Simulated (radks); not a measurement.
Fractional charge and spin in the 6s shell of samarium: the spin-up occupation runs from 0 to 1 and the spin-down occupation from 0 to 1; the fullest corner is Sm, [Xe] 4f(up 3, down 3) 6s(up 1, down 1). Method: scalar-relativistic Kohn-Sham, LDA (Slater exchange, Perdew-Wang correlation), spin-polarised, spherical densities, finite nucleus; Fermi nuclear charge, rms radius of each element as measured or else 0.836 A^(1/3) + 0.57 fm; computed with a radial shooting solver on a logarithmic mesh with Libxc functionals. Energy (eV) minus the two flat planes that join the four corners (they meet along the diagonal where the two added fractions sum to one electron); zero is where a piecewise linear energy would lie.

| down \ up | 0 | 0.5 | 1 |
|---|---|---|---|
| 0 | 0.000 | -0.619 | 0.000 |
| 0.5 | -0.619 | 0.173 | -0.569 |
| 1 | 0.000 | -0.569 | 0.000 |

Corners above the fullest one (they belong to Sm+ and the next ion): (up 1, down 0) 5.972 eV, (up 0, down 1) 5.972 eV, (up 0, down 0) 17.433 eV. With half an added electron in each spin the energy lies 0.173 eV from the planes, and with half an added electron in spin up alone -0.619 eV. The planes are only a guide here: the flat-plane condition holds for ground states with one frontier orbital, while this shell lies below other occupied shells, so the corners above the fullest one are inner-hole states and not the ground states of those ions.
